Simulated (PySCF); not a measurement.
C3H6OSi, SMILES C1=C[C@@H]([SiH3])O1. Geometry optimised at PBE-D3(BJ)/def2-SVP. The structure was generated by enumeration; whether it is a known compound was not checked.

Computed equilibrium geometry at PBE-D3(BJ)/def2-SVP (PySCF confirms it by a frequency run) as Cartesian coordinates in Å:
```xyz
11

Si     1.6095     0.2366    -0.1110
C     -0.2232     0.0862    -0.6250
C     -1.2223     0.8718     0.1917
C     -1.6226    -0.3218     0.6975
O     -0.7755    -1.1551    -0.0158
H      2.1368     1.5735    -0.5603
H      1.6870     0.1296     1.3836
H      2.4252    -0.8480    -0.7593
H     -0.3751     0.0641    -1.7263
H     -1.4682     1.9294     0.3222
H     -2.3263    -0.7367     1.4347
```
Charge 0, spin multiplicity 1.
